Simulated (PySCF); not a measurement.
**Mo⁺: ionisation energy**

Mo⁺ [Kr] 4d5 (6S) → Mo²⁺ [Kr] 4d4 (5D), as a difference of total energies. Calculation: PySCF 2.14, in x2c-TZVPPall; scalar relativity by spin-free X2C-1e. Correlated levels: valence: [Kr] frozen; valence and next inner shell: [Ar] 3d10 frozen. The calculations carry no spin-orbit coupling.

```
                                method  ionisation energy (eV)
                                   UHF                  15.083
                                   LDA                  16.717
                                   PBE                  16.494
                                  PBE0                  16.336
                                r2SCAN                  16.368
                                M06-2X                  16.033
                               LC-wPBE                  16.158
                                B2PLYP                  15.930
                                 wB97X                  15.838
                         MP2 (valence)                  15.744
                     SCS-MP2 (valence)                  15.303
    MP2 (valence and next inner shell)                  16.139
SCS-MP2 (valence and next inner shell)                  15.718
```

A first-order spin-orbit estimate (lowest level to lowest level, LS coupling) adds -0.131 eV.

Errors of the correlated levels include the incompleteness of this basis and the frozen core.

**Question.** Which method comes closest to the reference value, and which is furthest?

**Answer.** The reference is 16.16 ± 0.12 eV (semi-empirical (NIST evaluation); NIST Atomic Spectra Database, ionization energies). Closest: PBE0 (error 0.045 eV); furthest: UHF (error -1.208 eV), both after the spin-orbit estimate.
